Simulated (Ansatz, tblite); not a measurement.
Forces on AsMe3 (C3H9As) at its B3LYP-D4/def2-SVP geometry. The state is a singlet with charge 0.

The xTB rows come from tblite. HSE06 is defined as in plane-wave codes, on full-range PBE exchange.

GFN2-xTB (tblite), largest force 0.41 eV/Å:

```xyz
13
positions Å, forces eV/Å
As    0.653    0.765    0.296   -0.181   -0.212   -0.082
C     0.899   -1.082    0.979    0.037   -0.100    0.055
H     1.897   -1.447    0.693   -0.349    0.064    0.115
H     0.135   -1.766    0.576    0.288    0.253    0.153
H     0.835   -1.077    2.077    0.021   -0.065   -0.367
C     0.478    0.285   -1.621    0.009   -0.008   -0.120
H    -0.245   -0.533   -1.767    0.272    0.307    0.051
H     1.459   -0.026   -2.011   -0.355    0.085    0.077
H     0.145    1.166   -2.189    0.103   -0.331    0.139
C    -1.288    0.901    0.682   -0.111    0.033    0.035
H    -1.693    1.807    0.206    0.076   -0.322    0.173
H    -1.440    0.986    1.769   -0.012   -0.035   -0.371
H    -1.836    0.022    0.309    0.202    0.332    0.142
```

PBE-D4/def2-TZVP (Ansatz), largest force 0.14 eV/Å:

```
As 0.026 0.030 0.012
C 0.017 -0.128 0.047
H -0.067 0.041 0.014
H 0.039 0.059 0.014
H 0.003 0.017 -0.078
C -0.013 -0.034 -0.132
H 0.042 0.051 0.030
H -0.062 0.026 0.043
H 0.025 -0.053 0.055
C -0.134 0.009 0.026
H 0.045 -0.060 0.029
H 0.028 -0.006 -0.075
H 0.053 0.047 0.016
```

HSE06-D4/def2-TZVP (Ansatz), largest force 0.49 eV/Å:

```
As -0.302 -0.355 -0.137
C 0.027 -0.063 0.037
H -0.277 0.120 0.074
H 0.201 0.216 0.097
H 0.017 0.017 -0.310
C 0.008 -0.003 -0.078
H 0.198 0.229 0.072
H -0.269 0.092 0.126
H 0.095 -0.238 0.176
C -0.070 0.024 0.024
H 0.131 -0.251 0.129
H 0.061 -0.023 -0.304
H 0.181 0.235 0.094
```
